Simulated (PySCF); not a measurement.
# Telling isomers of C₇H₉ClO apart by NMR

[PySCF 2.14.0 with density-fitted response routines: GFN2-xTB geometry; σ from GIAO-PBE0/pcSseg-1; fast rotation and ring inversion assumed for equivalent nuclei; one conformer; non-relativistic; no solvent]

Referencing at the same level of theory: $^{1}$H and $^{13}$C against TMS. Where no couplings were computed, multiplicities follow the n + 1 count of equivalent neighbours, and m marks all less simple cases (inequivalent or close neighbours, rings, F or P nearby). Shifts are as computed. Against solution values, carbons near 30 ppm lie about +3 ppm off and those near 130 ppm about +5 ppm; carbons on Cl a further +6 ppm. Of 1211 compounds with measured shifts, 218 miss one by over three times the rms of a fit or turn the order of signals round; such compounds aren't used in these exercises. Carbons bonded to Cl come out too deshielded.

(1) Tabulate the signals of `CCCc1occc1Cl`, `C=C[C@@]1(C)C[C@@H]1C(=O)Cl`, `C=C[C@]1(Cl)C[C@@H]2O[C@@H]2C1`, `C=C[C@@H]1C[C@@]1(C)C(=O)Cl` and their relative energies.

(2) What is the quickest way to tell CCCc1occc1Cl from C=C[C@]1(Cl)C[C@@H]2O[C@@H]2C1?

(3) What is the quickest way to tell C=C[C@@]1(C)C[C@@H]1C(=O)Cl from C=C[C@]1(Cl)C[C@@H]2O[C@@H]2C1?

(4) What is the quickest way to tell C=C[C@@]1(C)C[C@@H]1C(=O)Cl from C=C[C@@H]1C[C@@]1(C)C(=O)Cl?

Answers

(1) 
```json
{"SMILES": "CCCc1occc1Cl", "carbon types": "2×C 2×CH 2×CH2 1×CH3", "δC": "157.3, 144.4, 127.0, 119.3, 30.9, 26.6, 14.6", "δH": "7.39 (m, 1H), 6.57 (m, 1H), 2.78 (t, 2H), 1.60 (m, 2H), 0.92 (t, 3H)", "E rel. (kcal/mol)": "0.0"}
{"SMILES": "C=C[C@@]1(C)C[C@@H]1C(=O)Cl", "carbon types": "2×C 2×CH 2×CH2 1×CH3", "δC": "182.7, 151.3, 121.5, 40.0, 39.6, 30.5, 14.3", "δH": "5.59 (m, 1H), 5.59 (m, 1H), 5.55 (m, 1H), 2.16 (m, 1H), 1.52 (m, 1H), 1.46 (s, 3H), 1.22 (m, 1H)", "E rel. (kcal/mol)": "10.6"}
{"SMILES": "C=C[C@]1(Cl)C[C@@H]2O[C@@H]2C1", "carbon types": "1×C 3×CH 3×CH2", "δC": "153.9, 116.6, 75.6, 54.5, 49.4", "δH": "6.37 (m, 1H), 5.83 (m, 1H), 5.30 (m, 1H), 3.23 (m, 2H), 2.47 (m, 2H), 2.31 (m, 2H)", "E rel. (kcal/mol)": "24.4"}
{"SMILES": "C=C[C@@H]1C[C@@]1(C)C(=O)Cl", "carbon types": "2×C 2×CH 2×CH2 1×CH3", "δC": "188.2, 144.5, 127.3, 43.6, 35.4, 31.6, 20.4", "δH": "5.78 (m, 1H), 5.66 (m, 1H), 5.65 (m, 1H), 2.24 (m, 1H), 1.85 (m, 1H), 1.53 (s, 3H), 0.90 (m, 1H)", "E rel. (kcal/mol)": "11.6"}
```

Energies are electronic energies at PBE0/pcSseg-1 on these geometries, without zero-point or thermal terms, each for the one conformer computed, which needn't be the lowest.

(2) Count the carbon signals: 7 against 5. The first has a substituted aromatic carbon next to the ring oxygen (C) at 157.3 ppm, the second a terminal =CH2 carbon at 116.6 ppm. Their most deshielded carbons lie at 157.3 and 153.9 ppm. In the proton spectra the most deshielded non-exchanging signals are 7.39 (m, 1H) and 6.37 (m, 1H).

(3) Count the carbon signals: 7 against 5. The first has a carbonyl carbon (C) at 182.7 ppm, the second an allylic fully substituted sp3 carbon bonded to Cl (C) at 75.6 ppm. Their most deshielded carbons lie at 182.7 and 153.9 ppm. In the proton spectra the most deshielded non-exchanging signals are 5.59 (m, 1H) and 6.37 (m, 1H).

(4) Both give the same number of carbon signals, with the same numbers of each carbon type, so the positions decide. The first has an alkene CH at 151.3 ppm, the second an alkene CH at 144.5 ppm. Their most deshielded carbons lie at 182.7 and 188.2 ppm.
